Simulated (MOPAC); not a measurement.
MOPAC input (PM6):

```
PM6 PRECISE GNORM=0.05 LET XYZ CHARGE=-1 GEO-OK AUX(PRECISION=9) THREADS=1
C3H4Cl

C    -2.42378400 1    0.00527500 1    0.16041100 1
C    -1.07798600 1    0.30311100 1    0.19688400 1
C     0.02692800 1   -0.53967800 1    0.33311300 1
Cl    1.62681300 1    0.10845800 1   -0.28493400 1
H    -3.16491000 1    0.78839500 1    0.26682200 1
H    -2.78352000 1   -1.01914500 1    0.18236000 1
H    -0.82792600 1    1.36565500 1    0.17773600 1
H    -0.03040700 1   -1.59094200 1    0.07451700 1
```

Output:

```
 *******************************************************************************
 **                                                                           **
 **                              MOPAC v23.2.5                                **
 **                                                                           **
 *******************************************************************************
 ** MOPAC's Digital Object Identifier: https://doi.org/10.5281/zenodo.6511958 **
 **                                                                           **
 ** Please cite the open-source release paper for use of this MOPAC version:  **
 ** J. E. Moussa and J. J. P. Stewart (2026)                                  **
 ** MOPAC: An open-source semiempirical molecular orbital program             **
 ** J. Open Source Softw., 11(119), 8025, https://doi.org/10.21105/joss.08025 **
 *******************************************************************************

                              PM6 CALCULATION RESULTS

 *******************************************************************************
 *  PM6        - The PM6 Hamiltonian to be used
 *  GEO-OK     - OVERRIDE INTERATOMIC DISTANCE AND OTHER SAFETY CHECKS
 *
 *
 *
 *                 CHARGE ON SYSTEM = -1
 *
 *
 *
 *  LET        - OVERRIDE SOME SAFETY CHECKS
 *  PRECISE    - TIGHTER CRITERIA TO BE USED
 *  XYZ        - CARTESIAN COORDINATE SYSTEM TO BE USED
 *  GNORM      - EXIT WHEN GRADIENT NORM DROPS BELOW 0.050
 *  AUX        - OUTPUT AUXILIARY INFORMATION
 *******************************************************************************
PM6 PRECISE GNORM=0.05 LET XYZ CHARGE=-1 GEO-OK AUX(PRECISION=9) THREADS=1
 C3H4Cl

   ATOM   CHEMICAL          X               Y               Z
  NUMBER   SYMBOL      (ANGSTROMS)     (ANGSTROMS)     (ANGSTROMS)

     1       C         -2.42378400  *   0.00527500  *   0.16041100  *
     2       C         -1.07798600  *   0.30311100  *   0.19688400  *
     3       C          0.02692800  *  -0.53967800  *   0.33311300  *
     4      Cl          1.62681300  *   0.10845800  *  -0.28493400  *
     5       H         -3.16491000  *   0.78839500  *   0.26682200  *
     6       H         -2.78352000  *  -1.01914500  *   0.18236000  *
     7       H         -0.82792600  *   1.36565500  *   0.17773600  *
     8       H         -0.03040700  *  -1.59094200  *   0.07451700  *

          CARTESIAN COORDINATES

    NO.       ATOM           X           Y           Z

     1         C         -2.4238      0.0053      0.1604
     2         C         -1.0780      0.3031      0.1969
     3         C          0.0269     -0.5397      0.3331
     4        Cl          1.6268      0.1085     -0.2849
     5         H         -3.1649      0.7884      0.2668
     6         H         -2.7835     -1.0191      0.1824
     7         H         -0.8279      1.3657      0.1777
     8         H         -0.0304     -1.5909      0.0745

 General Reference for PM6:
 "Optimization of Parameters for Semiempirical Methods V: Modification of NDDO Approximations
 and Application to 70 Elements", J. J. P. Stewart, J. Mol. Mod., 13, 1173-1213 (2007)
 URL: https://link.springer.com/article/10.1007/s00894-007-0233-4

           Empirical Formula: C3 H4 Cl  =     8 atoms

      MOLECULAR POINT GROUP   :   C1

      RHF CALCULATION, NO. OF DOUBLY OCCUPIED LEVELS = 12

          Geometry optimization using EF

          DIAGONAL MATRIX USED AS START HESSIAN

 CYCLE:     1  GRAD.:    50.876 HEAT:-0.7103915
 CYCLE:     2  GRAD.:   179.746 HEAT: -1.618959
 CYCLE:     3  GRAD.:   352.955 HEAT:  10.84162
 CYCLE:     4  GRAD.:   313.483 HEAT:  23.00927
 CYCLE:     5  GRAD.:   354.562 HEAT:  3.874030
 CYCLE:     6  GRAD.:   148.930 HEAT:  3.133421
 CYCLE:     7  GRAD.:   169.647 HEAT: 0.7030647
 CYCLE:     8  GRAD.:    60.393 HEAT: -4.644740
 CYCLE:     9  GRAD.:   147.527 HEAT:  1.660148
 CYCLE:    10  GRAD.:    93.979 HEAT: -1.513113
 CYCLE:    11  GRAD.:   121.310 HEAT: -1.970335
 CYCLE:    12  GRAD.:    49.792 HEAT: -5.126556
 CYCLE:    13  GRAD.:    59.579 HEAT: -4.306411
 CYCLE:    14  GRAD.:    26.132 HEAT: -6.330834
 CYCLE:    15  GRAD.:    69.437 HEAT: -4.304196
 CYCLE:    16  GRAD.:     3.901 HEAT: -6.687977
 CYCLE:    17  GRAD.:     2.911 HEAT: -6.713777
 CYCLE:    18  GRAD.:     4.604 HEAT: -6.762730
 CYCLE:    19  GRAD.:     4.788 HEAT: -6.840521
 CYCLE:    20  GRAD.:     1.744 HEAT: -6.856827
 CYCLE:    21  GRAD.:     1.146 HEAT: -6.862208
 CYCLE:    22  GRAD.:     1.059 HEAT: -6.866102
 CYCLE:    23  GRAD.:     0.689 HEAT: -6.870006
 CYCLE:    24  GRAD.:     0.400 HEAT: -6.871667
 CYCLE:    25  GRAD.:     0.184 HEAT: -6.872274
 CYCLE:    26  GRAD.:     0.064 HEAT: -6.872363
 CYCLE:    27  GRAD.:     0.020 HEAT: -6.872372

     GRADIENT =  0.01972 IS LESS THAN CUTOFF =  0.05000

 -------------------------------------------------------------------------------
 PM6 PRECISE GNORM=0.05 LET XYZ CHARGE=-1 GEO-OK AUX(PRECISION=9) THREADS=1
 C3H4Cl

     GEOMETRY OPTIMISED USING EIGENVECTOR FOLLOWING (EF).
     SCF FIELD WAS ACHIEVED

                              PM6 CALCULATION
                                                       MOPAC v23.2.5 Linux

          FINAL HEAT OF FORMATION =         -6.87237 KCAL/MOL =     -28.75400 KJ/MOL

          COSMO AREA              =        110.08 SQUARE ANGSTROMS
          COSMO VOLUME            =         94.11 CUBIC ANGSTROMS

          GRADIENT NORM           =          0.01972          =       0.00697 PER ATOM
          IONIZATION POTENTIAL    =          1.896759 EV
          HOMO LUMO ENERGIES (EV) =         -1.897  7.037
          NO. OF FILLED LEVELS    =         12
          MOLECULAR WEIGHT        =         75.5176         POINT GROUP:  Cs

          MOLECULAR DIMENSIONS (Angstroms)

            Atom       Atom       Distance
            H     5   Cl     4     4.84349
            H     8    H     7     2.88124
            H     5    H     6     0.00030

          SCF CALCULATIONS        =         28

   ATOM   CHEMICAL          X               Y               Z
  NUMBER   SYMBOL      (ANGSTROMS)     (ANGSTROMS)     (ANGSTROMS)

     1       C         -2.39117772  *   0.00094649  *   0.27485352  *
     2       C         -1.07139185  *   0.33038747  *   0.11109713  *
     3       C         -0.01361714  *  -0.54841493  *   0.05668046  *
     4      Cl          1.61673408  *   0.10437900  *  -0.16224871  *
     5       H         -3.16336447  *   0.72746165  *   0.30871601  *
     6       H         -2.72177649  *  -1.00404700  *   0.37804297  *
     7       H         -0.82953921  *   1.39826794  *   0.01334461  *
     8       H         -0.02766411  *  -1.60258523  *   0.12904762  *

                             CARTESIAN COORDINATES

   1    C       -2.391177718     0.000946489     0.274853524
   2    C       -1.071391851     0.330387473     0.111097126
   3    C       -0.013617143    -0.548414927     0.056680456
   4   Cl        1.616734083     0.104378999    -0.162248706
   5    H       -3.163364472     0.727461646     0.308716012
   6    H       -2.721776489    -1.004047002     0.378042974
   7    H       -0.829539213     1.398267937     0.013344606
   8    H       -0.027664110    -1.602585225     0.129047617

           Empirical Formula: C3 H4 Cl  =     8 atoms

      MOLECULAR POINT GROUP   :   Cs

                  EIGENVALUES
 -22.03464 -20.91612 -16.85652 -13.80549 -10.49291  -9.40685  -7.59115  -7.05298
  -6.69085  -5.76886  -5.19053  -1.89676   7.03735   7.35037  10.91174  11.36094
  11.78849  12.08250  12.37339  12.90473  96.38949  96.40533  96.41349  96.47043
  96.61682

              NET ATOMIC CHARGES AND DIPOLE CONTRIBUTIONS

  ATOM NO.   TYPE          CHARGE      No. of ELECS.   s-Pop       p-Pop       d-Pop
    1          C          -0.801982        4.8020     1.08083     3.72115
    2          C           0.158309        3.8417     1.07620     2.76549
    3          C          -0.546008        4.5460     1.09303     3.45298
    4         Cl          -0.288272        7.2883     1.98589     5.29674     0.00564
    5          H           0.123353        0.8766     0.87665
    6          H           0.135791        0.8642     0.86421
    7          H           0.069525        0.9305     0.93047
    8          H           0.149283        0.8507     0.85072
 DIPOLE           X         Y         Z       TOTAL
 POINT-CHG.     2.805     0.674    -0.346     2.905
 HYBRID         0.179     0.076    -0.024     0.196
 SUM            2.984     0.750    -0.371     3.099

          ATOMIC ORBITAL ELECTRON POPULATIONS

     Atom    s        px        py        pz      x^2-y^2     xz        z^2       yz        xy
    1  C   1.08083   1.05312   1.13944   1.52859
    2  C   1.07620   0.93502   0.99056   0.83991
    3  C   1.09303   0.79673   1.03927   1.61698
    4 Cl   1.98589   1.40718   1.90566   1.98390   0.00178   0.00097   0.00092   0.00014   0.00182
    5  H   0.87665
    6  H   0.86421
    7  H   0.93047
    8  H   0.85072

 **********************
 *                    *
 * JOB ENDED NORMALLY *
 *                    *
 **********************

 == MOPAC DONE ==
```

The dipole moment of an ion depends on the origin.

The geometry given is a B3LYP-D3(BJ)/def2-TZVP minimum.
